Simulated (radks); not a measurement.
Trend from Lu4+ to Hg4+: ionisation energy by Delta-SCF between NIST ground configurations, and size. Method: Dirac Kohn-Sham, PBE, spin-unpolarised, spherical densities, finite nucleus; open shells fill j = l - 1/2 first; Fermi nuclear charge, rms radius of each element as measured or else 0.836 A^(1/3) + 0.57 fm; computed with a radial shooting solver on a logarithmic mesh with Libxc functionals.

| species | configuration | IE (eV) | NIST (eV) | kind | -e(HOMO) (eV) | outermost | <r> outermost (bohr) | r at 0.001 e/bohr^3 (bohr) |
|---|---|---|---|---|---|---|---|---|
| Lu4+ | [Xe] 4f13 | 68.331 | 66.8 | semi-emp. | 56.721 (4f7/2) | 5p3/2 | 1.35 | 2.91 |
| Hf4+ | [Xe] 4f14 | 68.754 | 68.37 | semi-emp. | 57.045 (4f7/2) | 5p3/2 | 1.33 | 2.88 |
| Ta4+ | [Xe] 4f14 5d1 | 48.082 | 48.27 | semi-emp. | 41.598 (5d3/2) | 5d3/2 | 1.72 | 3.06 |
| W4+ | [Xe] 4f14 5d2 | 50.631 | 51.6 | semi-emp. | 43.959 (5d3/2) | 5d3/2 | 1.64 | 3.14 |
| Re4+ | [Xe] 4f14 5d3 | 53.166 | 52 | theory | 46.304 (5d3/2) | 5d3/2 | 1.58 | 3.17 |
| Os4+ | [Xe] 4f14 5d4 | 55.684 | 55 | theory | 48.630 (5d3/2) | 5d3/2 | 1.52 | 3.16 |
| Ir4+ | [Xe] 4f14 5d5 | 56.607 | 57 | theory | 49.500 (5d5/2) | 5d5/2 | 1.50 | 3.16 |
| Pt4+ | [Xe] 4f14 5d6 | 59.041 | 56 | theory | 51.743 (5d5/2) | 5d5/2 | 1.45 | 3.14 |
| Au4+ | [Xe] 4f14 5d7 | 61.455 | 60 | theory | 53.966 (5d5/2) | 5d5/2 | 1.40 | 3.11 |
| Hg4+ | [Xe] 4f14 5d8 | 63.850 | 61.2 | exp. | 56.171 (5d5/2) | 5d5/2 | 1.36 | 3.08 |

Reference values: NIST Atomic Spectra Database (exp. = measured, semi-emp. = semi-empirical, theory = theoretical value adopted there). Spin polarisation and multiplet splitting are left out, so open shells lie too high by an amount that depends on their filling.

Beside tabulated values, note that spin-unpolarised runs miss the spin-polarisation part of the exchange energy of open shells.
